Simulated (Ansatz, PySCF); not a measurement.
Species: AlBr, charge 0, multiplicity 1. SMILES: [Al][Br]
Coordinates optimised at B3LYP-D3(BJ)/def2-TZVP (Ansatz, a first-principles code):
```xyz
2

Al     0.0000     0.0000    -1.7036
Br     0.0000     0.0000     0.6328
```
Charge 0, spin multiplicity 1.

Property: atomisation energy, in kcal/mol. Conventions: atomisation electronic, to ground-state atoms; open shells spin-unrestricted; six Cartesian d functions in 6-31G* and its kin unless marked 5d; LANL2DZ with its own core potentials from Na on; no spin-orbit coupling; non-relativistic; frozen cores in correlated levels (noble-gas shells and the d and f shells of earlier blocks). First-principles rows: single points at B3LYP-D3(BJ) geometries (Ansatz).

```
level                                     program  atomisation energy (kcal/mol)
---------------------------------  --------------  -----------------------------
HF/6-31G*                                  Ansatz                           80.6
PBE/def2-SVP                               Ansatz                          108.4
PBE/6-31G* with LANL2DZ past Ar            Ansatz                          102.5
B3LYP/3-21G                                Ansatz                           93.6
B3LYP/def2-SVP                             Ansatz                          104.3
B3LYP/6-31G* with LANL2DZ past Ar          Ansatz                           97.3
MP2/6-31G* with LANL2DZ past Ar            Ansatz                           90.5
B3LYP-D3(BJ)/def2-TZVPD            Ansatz + dftd3                          106.5
M06-2X/def2-TZVPD                           PySCF                          108.7
```

No value to compare with is used here. The 7 habitual levels span 80.6 (HF/6-31G*) to 108.4 kcal/mol (PBE/def2-SVP); M06-2X/def2-TZVPD gives 108.7.

The levels are drawn from those run, B3LYP/6-31G* more often than the rest, none by its result; left out are runs that failed, that the program found above a lower state of the same kind, or whose <S^2> lies over 0.5 above the pure value.
